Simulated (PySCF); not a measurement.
PySCF 2.14 output of an unrestricted wB97X-V calculation on a single atom or ion in aug-cc-pwCVTZ-PP with ECP10MDF, with scalar relativity through the core potential:

```
SCF conv_tol = 1e-09
number electrons alpha = 11  beta = 8
    N. Mardirossian and M. Head-Gordon.,  Phys. Chem. Chem. Phys. 16, 9904-9924 (2014)
cycle= 1 E= -226.244342835394  delta_E= -0.0161  |g|= 0.037  |ddm|= 0.225
cycle= 2 E= -226.244655512706  delta_E= -0.000313  |g|= 0.0264  |ddm|= 0.128
cycle= 3 E= -226.244737250147  delta_E= -8.17e-05  |g|= 0.0109  |ddm|= 0.0178
cycle= 4 E= -226.244753775467  delta_E= -1.65e-05  |g|= 0.00126  |ddm|= 0.0183
cycle= 5 E= -226.244754537344  delta_E= -7.62e-07  |g|= 7.31e-05  |ddm|= 0.00711
cycle= 6 E= -226.244754541374  delta_E= -4.03e-09  |g|= 1.28e-05  |ddm|= 0.000384
cycle= 7 E= -226.244754541507  delta_E= -1.33e-10  |g|= 1.74e-06  |ddm|= 7.45e-05
converged SCF energy = -226.244754541507  <S^2> = 3.7504191  2S+1 = 4.0002096
```

The run itself started from symmetry-adapted Hartree-Fock orbitals and held the occupation by maximum overlap, on a logarithmic radial grid, so the iterations belong to that start.

Task: Which element, charge and spin multiplicity is this?

Result: Zn+ (zinc, charge +1), multiplicity 4; the state was [Ar] 3d9 4s1 4p1, one real determinant (an excited configuration).

⟨L²⟩ = 8.02 against 12 for a pure F term, so this real determinant mixes terms. Energies and moments cover only the electrons outside the core potential.
